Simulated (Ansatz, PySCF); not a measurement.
Reaction (SMILES): FB(F)B(F)F [difluoroboranyl(difluoro)borane] + 5 [H][H] (H2) → 2 B (BH3) + 4 F (HF)
Structures are relaxed separately at B3LYP-D3(BJ)/def2-TZVP in Ansatz (a quantum-chemistry and plane-wave program), one conformer each, not searched for the lowest.

Wanted: energy of full hydrogenation (electronic energy difference), in eV. Valence correlation only, unless marked. No spin-orbit coupling. Non-relativistic. CBS(X,Y): correlation extrapolated as X^-3; Hartree-Fock from the larger set. [CCSD(T)-MP2]/basis is that difference in the basis named.

```
level                                                     program  energy of full hydrogenation (eV)
-------------------------------------------------  --------------  ---------------------------------
BLYP-D4/def2-TZVPD                                 Ansatz + dftd4                               5.38
BLYP/def2-TZVPD                                            Ansatz                               5.25
revPBE/def2-TZVPD                                          Ansatz                               5.03
TPSSh-D4/def2-TZVPD                                 PySCF + dftd4                               5.43
wB97M-V/def2-TZVPD                                         Ansatz                               5.14
wB97X-V/def2-TZVPD                                         Ansatz                               5.10
wB97X/def2-TZVPD                                           Ansatz                               4.93
SCS-MP2/6-31G                                              Ansatz                               5.80
RI-MP2/CBS(cc-pVTZ,cc-pVQZ)+[CCSD(T)-MP2]/cc-pVDZ          Ansatz                               4.94
CCSD(T)/CBS(cc-pVTZ,cc-pVQZ)                               Ansatz                               5.09
```
